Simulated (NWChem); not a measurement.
# CH₅B; SMILES CB

All runs: NWChem. Geometry: optimised at B3LYP/6-31G* (spherical d).

Diagonal of the polarisability tensor at LDA (Slater exchange, VWN5)/aug-cc-pVDZ, static: 31.47, 37.26, 27.02 bohr³.

Question: Find the mean polarisability volume, the molar refraction, and the refractive index that an ideal gas of it would have at 273.15 K and 1 atm.

Answer: 
1. Mean: one third of the trace = 31.92 bohr³ × 0.14818 Å³/bohr³ = 4.73 Å³.
2. Molar refraction (Lorentz-Lorenz): (4π/3) N_A α = 11.9 cm³/mol.
3. Number density p/kT = 2.687 × 10⁻⁵ Å⁻³; n − 1 = 2π N α = 7.98 × 10⁻⁴.
4. These hold the electronic response alone: vibrational and orientational terms add to the static dielectric constant.
